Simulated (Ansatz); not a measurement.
Stretching the Cd1–H2 bond in CdH2 (SMILES [CdH2]) (multiplicity 1 held, fragments rigid). Energies count from the point at 1.681 Å.
Geometry at that point (charge 0, multiplicity 1):
```json
[
 {"atom": "Cd", "x (Å)": "0.0000", "y (Å)": "0.0000", "z (Å)": "0.0000"},
 {"atom": "H", "x (Å)": "0.0000", "y (Å)": "0.0000", "z (Å)": "1.6812"},
 {"atom": "H", "x (Å)": "0.0000", "y (Å)": "0.0000", "z (Å)": "-1.6812"}
]
```

R- and RO- levels are restricted; in cc, def2 and unpolarised 6-31G sets they are followed outwards from rest. Unrestricted levels (U-) break spin symmetry where that is lower. Active spaces are followed from a long bond inwards. Curves can end on different states.

Frozen-core correlation.

The values were computed with Ansatz (Gaussian orbitals). Each number belongs to the level named beside it. In def2 rows elements past Kr take small-core potentials, without spin–orbit coupling.

Energies in kJ/mol.

```
R (Å)  R-HF/def2-SVP  U-MP2/def2-SVP  U-SCS-MP2/def2-SVP  R-CCSD/def2-SVP  U-CCSD/def2-SVP  FIC-MRCISD+Q on CASSCF(2,2)/def2-SVP
-----  -------------  --------------  ------------------  ---------------  ---------------  ------------------------------------
1.345            128             100                 105              109              109                                   109
1.513             29              17                  19               21               21                                    21
1.681              0               0                   0                0                0                                     0
1.849              9              16                  15               13               13                                    12
2.017             37              49                  47               42               42                                    41
2.270             96             112                 108               98               98                                    96
2.522            159             188                 188              153              155                                   150
2.942            258             253                 258              228              232                                   220
3.362            342             274                 281              276              274                                   263
3.867            424             282                 290              307              290                                   287
4.539            506             285                 293              323              294                                   297
5.380            575             286                 293              329              294                                   299
```

Doubts at one or more of the structures used: a restricted determinant that unrestricted orbitals would lower (R-HF/def2-SVP, R-CCSD/def2-SVP); a spin-contaminated determinant (U-MP2/def2-SVP, U-SCS-MP2/def2-SVP, U-CCSD/def2-SVP); other coupled-cluster roots lie near (R-CCSD/def2-SVP); T1 above 0.05 (R-CCSD/def2-SVP, U-CCSD/def2-SVP).

Ansatz is a program for electronic structure.
